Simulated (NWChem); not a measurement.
System: Si2H5O2F; SMILES O[SiH](O)[SiH2]F

Here is an NWChem input.

```
start job
memory heap 200 mb stack 900 mb global 1100 mb
geometry units angstroms noautosym nocenter noautoz
  O      1.554780     1.127186    -0.549778
  Si     0.158766     0.777360     0.287497
  O     -1.124349     1.731003    -0.173610
  Si    -0.551062    -1.368060    -0.307821
  F      0.559541    -2.443030     0.226074
  H      2.236634     1.622987    -0.088307
  H      0.445271     0.951771     1.749850
  H     -1.086502     2.674233     0.011810
  H     -0.670792    -1.517114    -1.787709
  H     -1.856127    -1.713690     0.329283
end
basis spherical
  * library def2-svp
end
dft
  xc pbe0
  iterations 150
end
cosmo
  do_cosmo_smd true
  solvent toluene
end
task dft energy
```

All runs use the structure optimised with PBE0/def2-SVP. Solvent: toluene.

Level: PBE0/def2-SVP with SMD (1 M gas to 1 M solution), gas-phase geometry. Reactions with the solvent are ignored.

Task: Give the results of this calculation. (PBE0/def2-SVP, SMD on the gas-phase geometry.) Quantities: solvation free energy (kcal/mol); cavity-dispersion-structure term (kcal/mol); dipole in solution (D).

Result: 
| Property | Value |
|---|---|
| solvation free energy (kcal/mol) | -4.3 |
| cavity-dispersion-structure term (kcal/mol) | -1.1 |
| dipole in solution (D) | 3.62 |
